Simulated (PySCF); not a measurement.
PySCF input file for Si(Me)(OH)3 (CH6O3Si), SMILES O[Si](O)(C)O, TDA-PBE/def2-SVPD. Coordinates come from a B3LYP-D3(BJ)/def2-SVP optimisation. A frequency run showed that this geometry is not a minimum. The values are those of a single conformer.

```python
import numpy as np
from pyscf import gto, scf, dft, tdscf

mol = gto.M(
    atom='''
    C     0.00000000   -0.00000000   -1.84490894
    Si   -0.00000000    0.00000000    0.00704824
    O    -1.54449495   -0.24266085    0.58483671
    O     0.56209702    1.45890229    0.58483671
    O     0.98239793   -1.21624144    0.58483671
    H    -0.77705532    0.67653700   -2.23388564
    H     0.97442589    0.33468114   -2.23388564
    H    -0.19737057   -1.01121816   -2.23388563
    H    -1.63505322   -0.96937814    1.21211805
    H    -0.02197948    1.90068670    1.21211803
    H     1.65703271   -0.93130855    1.21211804
    ''',
    basis='def2-SVPD',
    charge=0,
    spin=0,
    symmetry=True,
    max_memory=1600,
    verbose=4,
)
mf = dft.RKS(mol, xc='pbe').density_fit(auxbasis='def2-universal-jkfit')
mf.grids.level = 3
mf.conv_tol = 1e-9
mf.max_cycle = 100
mf.kernel()
mf.grids = dft.Grids(mol).set(level=1).build(with_non0tab=True)  # coarser grid for the response kernel
td = tdscf.TDA(mf)
td.singlet = True
td.nstates = 10
td.conv_tol = 1e-4
td.positive_eig_threshold = 1e-6
td.kernel(x0=td.get_init_guess(mf, 15))
td.analyze()
tt = tdscf.TDA(mf)
tt.singlet = False
tt.nstates = 4
tt.conv_tol = 1e-4
tt.positive_eig_threshold = 1e-6
tt.kernel(x0=tt.get_init_guess(mf, 9))
tt.analyze(verbose=3)
```

Log of the run:

```
PySCF version 2.14.0

[INPUT] verbose = 4
[INPUT] num. atoms = 11
[INPUT] num. electrons = 50
[INPUT] charge = 0
[INPUT] spin (= nelec alpha-beta = 2S) = 0
[INPUT] symmetry True subgroup None
[INPUT] Mole.unit = angstrom
[INPUT] Symbol           X                Y                Z      unit          X                Y                Z       unit  Magmom
[INPUT]  1 C      0.000000000000   0.000000000000  -1.844908940000 AA    0.000000000000   0.000000000000  -3.486372621362 Bohr   0.0
[INPUT]  2 Si     0.000000000000   0.000000000000   0.007048240000 AA    0.000000000000   0.000000000000   0.013319243260 Bohr   0.0
[INPUT]  3 O     -1.544494950000  -0.242660850000   0.584836710000 AA   -2.918672456274  -0.458562547654   1.105181209492 Bohr   0.0
[INPUT]  4 O      0.562097020000   1.458902290000   0.584836710000 AA    1.062209423234   2.756925770601   1.105181209492 Bohr   0.0
[INPUT]  5 O      0.982397930000  -1.216241440000   0.584836710000 AA    1.856463033040  -2.298363222947   1.105181209492 Bohr   0.0
[INPUT]  6 H     -0.777055320000   0.676537000000  -2.233885640000 AA   -1.468421738436   1.278469643135  -4.221432053199 Bohr   0.0
[INPUT]  7 H      0.974425890000   0.334681140000  -2.233885640000 AA    1.841398060786   0.632455693657  -4.221432053199 Bohr   0.0
[INPUT]  8 H     -0.197370570000  -1.011218160000  -2.233885630000 AA   -0.372976322349  -1.910925374587  -4.221432034301 Bohr   0.0
[INPUT]  9 H     -1.635053220000  -0.969378140000   1.212118050000 AA   -3.089802784888  -1.831859195740   2.290571145142 Bohr   0.0
[INPUT] 10 H     -0.021979480000   1.900686700000   1.212118030000 AA   -0.041535197560   3.591777311603   2.290571107347 Bohr   0.0
[INPUT] 11 H      1.657032710000  -0.931308550000   1.212118040000 AA    3.131338001346  -1.759918096966   2.290571126245 Bohr   0.0

nuclear repulsion = 260.400121309973
point group symmetry = C3, use subgroup C1
symmetry origin: [ 3.77945195e-10 -3.77945293e-10 -1.13383561e-09]
symmetry axis x: [ 8.69307385e-01 -4.94271858e-01  1.20789800e-09]
symmetry axis y: [ 4.94271858e-01  8.69307385e-01 -1.08675592e-09]
symmetry axis z: [-5.12881786e-10  1.54175494e-09  1.00000000e+00]
num. orbitals of irrep A = 161
number of shells = 69
number of NR pGTOs = 231
number of NR cGTOs = 161
basis = def2-SVPD
ecp = {}


[settings echo left out]
init E= -556.599134707963
  HOMO = -0.381255105467218  LUMO = -0.0603303081237967  gap/eV = 8.73281
cycle= 1 E= -556.001859861572  delta_E= 0.597  |g|=  1.3  |ddm|= 4.25
  HOMO = -0.0955799758001504  LUMO = 0.00170459188221628  gap/eV = 2.64725
cycle= 2 E= -554.942658246205  delta_E= 1.06  |g|=  2.6  |ddm|= 3.65
  HOMO = -0.27244217687283  LUMO = -0.0363738437723136  gap/eV = 6.42375
cycle= 3 E= -556.320578949022  delta_E= -1.38  |g|= 0.188  |ddm|= 2.65
  HOMO = -0.267387318059094  LUMO = -0.0310948885696032  gap/eV = 6.42984
cycle= 4 E= -556.325879990231  delta_E= -0.0053  |g|= 0.119  |ddm|= 0.351
  HOMO = -0.260771685358019  LUMO = -0.0298038812930073  gap/eV = 6.28495
cycle= 5 E= -556.329560281792  delta_E= -0.00368  |g|= 0.0118  |ddm|= 0.124
  HOMO = -0.262453949851826  LUMO = -0.0306394241923833  gap/eV = 6.30799
cycle= 6 E= -556.329596076787  delta_E= -3.58e-05  |g|= 0.00395  |ddm|= 0.0256
  HOMO = -0.262340986405651  LUMO = -0.0306642243650379  gap/eV = 6.30425
cycle= 7 E= -556.32959964824  delta_E= -3.57e-06  |g|= 0.000719  |ddm|= 0.00651
  HOMO = -0.262409063473003  LUMO = -0.0306813043935001  gap/eV = 6.30563
cycle= 8 E= -556.329599761394  delta_E= -1.13e-07  |g|= 8.21e-05  |ddm|= 0.00104
  HOMO = -0.262412779581033  LUMO = -0.0306859269086592  gap/eV = 6.30561
cycle= 9 E= -556.329599762906  delta_E= -1.51e-09  |g|= 1.41e-05  |ddm|= 0.000148
  HOMO = -0.262412893729038  LUMO = -0.0306857543919175  gap/eV = 6.30562
cycle= 10 E= -556.329599762895  delta_E= 1.11e-11  |g|= 1.67e-05  |ddm|= 2.64e-05
  HOMO = -0.262413136472206  LUMO = -0.0306858597820465  gap/eV = 6.30562
Extra cycle  E= -556.329599762674  delta_E= 2.21e-10  |g|= 3.8e-05  |ddm|= 4.59e-05
converged SCF energy = -556.329599762674
tot grids = 41968
Overwritten attributes  positive_eig_threshold  of <class 'pyscf.tdscf.rks.TDA'>


******** <class 'pyscf.tdscf.rks.TDA'> for <class 'pyscf.df.df_jk.DFRKS'> ********
nstates = 10 singlet
deg_eia_thresh = 1.000e-03
wfnsym = None
conv_tol = 0.0001
eigh lindep = 1e-12
eigh level_shift = 0
eigh max_cycle = 100


Excitation energies (eV)
[6.41082416 6.81862251 6.81868477 7.60505134 7.60512174 7.92640464
 7.97361834 7.9767631  7.97684107 8.08805838]

** Singlet excitation energies and oscillator strengths **
Excited State   1:    A      6.41082 eV    193.40 nm  f=0.0792
      25 -> 26        0.70493
Excited State   2:    A      6.81862 eV    181.83 nm  f=0.0321
      24 -> 26       -0.70022
Excited State   3:    A      6.81868 eV    181.83 nm  f=0.0321
      23 -> 26        0.70022
Excited State   4:    A      7.60505 eV    163.03 nm  f=0.0178
      25 -> 27       -0.65541
      25 -> 28        0.23280
Excited State   5:    A      7.60512 eV    163.03 nm  f=0.0178
      25 -> 27       -0.23280
      25 -> 28       -0.65540
Excited State   6:    A      7.92640 eV    156.42 nm  f=0.0056
      23 -> 27        0.13170
      23 -> 28        0.42466
      24 -> 27        0.42561
      24 -> 28       -0.13192
      25 -> 29        0.32103
Excited State   7:    A      7.97362 eV    155.49 nm  f=0.0007
      23 -> 27        0.13576
      23 -> 28       -0.25060
      24 -> 27       -0.26158
      24 -> 28       -0.13381
      25 -> 29        0.56965
Excited State   8:    A      7.97676 eV    155.43 nm  f=0.0095
      22 -> 26       -0.14243
      23 -> 27       -0.37508
      23 -> 28        0.31006
      24 -> 27       -0.30680
      24 -> 28       -0.37371
Excited State   9:    A      7.97684 eV    155.43 nm  f=0.0095
      21 -> 26       -0.14212
      23 -> 27        0.30718
      23 -> 28        0.37730
      24 -> 27       -0.37141
      24 -> 28        0.30982
Excited State  10:    A      8.08806 eV    153.29 nm  f=0.0143
      20 -> 26       -0.16673
      23 -> 27       -0.44783
      24 -> 28        0.44751
      25 -> 29        0.23757

** Transition electric dipole moments (AU) **
state          X           Y           Z        Dip. S.      Osc.
  1         0.0000      0.0000      0.7101      0.5043      0.0792
  2         0.0357     -0.4371     -0.0000      0.1924      0.0321
  3        -0.4372     -0.0357      0.0001      0.1924      0.0321
  4         0.1267     -0.2819     -0.0000      0.0955      0.0178
  5         0.2819      0.1266      0.0001      0.0955      0.0178
  6         0.0001      0.0000      0.1693      0.0287      0.0056
  7        -0.0025     -0.0005     -0.0582      0.0034      0.0007
  8        -0.1423      0.1689      0.0004      0.0488      0.0095
  9        -0.1691     -0.1422      0.0009      0.0488      0.0095
 10         0.0003     -0.0002      0.2683      0.0720      0.0143

** Transition velocity dipole moments (imaginary part, AU) **
state          X           Y           Z        Dip. S.      Osc.
  1        -0.0000      0.0000      0.1413      0.0200      0.0565
  2         0.0134     -0.0852     -0.0000      0.0074      0.0198
  3        -0.0852     -0.0134      0.0000      0.0074      0.0198
  4         0.0240     -0.0537     -0.0000      0.0035      0.0083
  5         0.0537      0.0239      0.0000      0.0035      0.0083
  6         0.0000      0.0000      0.0648      0.0042      0.0096
  7        -0.0008     -0.0002     -0.0043      0.0000      0.0000
  8        -0.0482      0.0486      0.0001      0.0047      0.0107
  9        -0.0486     -0.0482      0.0001      0.0047      0.0107
 10         0.0001     -0.0000      0.0727      0.0053      0.0119

** Transition magnetic dipole moments (imaginary part, AU) **
state          X           Y           Z
  1        -0.0000     -0.0000      0.5408
  2        -0.6421      0.1736     -0.0000
  3         0.1737      0.6421      0.0001
  4        -0.0071      0.3283     -0.0000
  5        -0.3283     -0.0071      0.0000
  6        -0.0000     -0.0003      0.3014
  7         0.0006      0.0030     -0.1497
  8         0.2568      0.0765      0.0010
  9        -0.0765      0.2569      0.0017
 10        -0.0000     -0.0001      0.0744


******** <class 'pyscf.tdscf.rks.TDA'> for <class 'pyscf.df.df_jk.DFRKS'> ********
nstates = 4 triplet
deg_eia_thresh = 1.000e-03
wfnsym = None
conv_tol = 0.0001
eigh lindep = 1e-12
eigh level_shift = 0
eigh max_cycle = 100


Excitation energies (eV)
[6.20721562 6.62018741 6.62022835 7.38021289]

** Triplet excitation energies and oscillator strengths **
Excited State   1:    A      6.20722 eV    199.74 nm  f=0.0000
Excited State   2:    A      6.62019 eV    187.28 nm  f=0.0000
Excited State   3:    A      6.62023 eV    187.28 nm  f=0.0000
Excited State   4:    A      7.38021 eV    168.00 nm  f=0.0000
```

The program stopped with an error.
